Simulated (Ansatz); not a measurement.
C3H6FIn can be A, `C=[C](F)[InH][CH3]`, or B, `C=C(F)[CH2][InH2]`.

Computed with Ansatz on PBE0-D4/def2-TZVP structures; ΔE is electronic, products minus reactants. CBS: MP2 limit from def2 TZ/QZ plus the TZ coupled-cluster correction, frozen cores. DFT in def2-TZVPP. B3LYP here is the variant with VWN-RPA as its local correlation; programs differ in this. def2 core potentials past Kr. For In outer-core shells are correlated without core-valence functions, which leaves a few kJ/mol of doubt a bond. One conformer a species, not always the lowest.

Which isomer does CCSD(T)/CBS put lower? Give the gap. (Best estimate.)

Computed: A, by 1.0 kcal/mol.

Give E(B) − E(A) in kcal/mol with B2PLYP, B3LYP-D4, BLYP-D4, CCSD(T)/def2-TZVPP, CCSD(T)/def2-SVP, ωB97M-V, PBE-D4. (Estimate.)

Ansatz gave: B2PLYP 0.9, B3LYP-D4 -0.3, BLYP-D4 0.4, CCSD(T)/def2-TZVPP 0.9, CCSD(T)/def2-SVP -2.4, ωB97M-V -0.1, PBE-D4 -0.3. The order is the other way round with B3LYP-D4, CCSD(T)/def2-SVP, PBE-D4.

Does the order hold for the free energy at 298.15 K (harmonic terms from PBE0-D4)? (Best estimate.)

Ansatz gave: Yes: G(B) − G(A) = +1.2 kcal/mol, for one conformer each. Modes under 60 cm⁻¹, often nearly free rotors, make the harmonic entropy too high.

Largest T1 diagnostic: 0.013.

The D4 term adds −0.8 kcal/mol with B3LYP and −0.4 kcal/mol with PBE0; it sums over pairs of atoms, weighted by their polarisabilities, and B3LYP, whose exchange is more repulsive, gets the larger term. Leaving LDA and LC-ωPBE aside and taking each functional with its dispersion term where it has one, the values, not all of them listed here, spread over 3.9 kcal/mol, from B97M-V to B2PLYP. LDA lies −3.4 kcal/mol from PBE without D4.
